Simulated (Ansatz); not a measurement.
```xyz
9

Al   -0.500   -0.774   -1.593
B     0.449   -0.369    0.258
C    -0.043    0.648    1.343
Cl    1.105    1.706    0.400
H    -0.357    0.168   -2.872
H    -1.387   -2.090   -1.770
H     1.425   -0.990    0.580
H     0.329    0.586    2.362
H    -1.022    1.116    1.291
```

The species carries charge 0 and has multiplicity 1.

List the r2SCAN/def2-TZVPP orbital energies in eV (Ansatz 0.2.0). (Best estimate.)

Ansatz gave: Occupied: -2754.37, -1516.53, -274.66, -255.69, -194.29, -194.09, -194.03, -180.33, -110.07, -70.45, -70.17, -70.15, -23.19, -17.71, -13.22, -12.05, -11.14, -9.80, -9.00, -8.23, -8.11, -7.17, -6.21. Lowest empty: -2.01, -1.52, -0.73, 0.99, 1.50, 1.76, 2.19, 2.95.
